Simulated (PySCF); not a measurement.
From computed data to an observable: refractive index and permittivity of the vapour

CH5B, SMILES CB.

Coordinates come from a B3LYP-D3(BJ)/def2-TZVP optimisation.

M06-2X/def2-TZVPD run with PySCF gives a mean static polarisability of 29.0 bohr³ and a dipole moment of 0.60 D. Take an ideal gas at 298.15 K and 0.01 bar, whether or not the substance is that volatile.

Question: Work out n − 1 in the optical limit and the static ε − 1.

Answer: 
Polarisability volume α' = 29.0 × 0.148185 = 4.30 Å³. Number density N = p/kT = 2.43e-7 Å⁻³.
Dilute limit of Lorentz–Lorenz: n − 1 = 2π N α' = 6.6e-6.
Orientation term of Debye: μ²/(3kT) = 8.098 Å³ × μ²(D²) = 2.92 Å³.
ε − 1 = 4π N (α' + μ²/3kT) = 2.2e-5. Orientation of the dipole supplies 40 % of the static response; it can't follow optical fields. Vibrational polarisation and dispersion are left out.
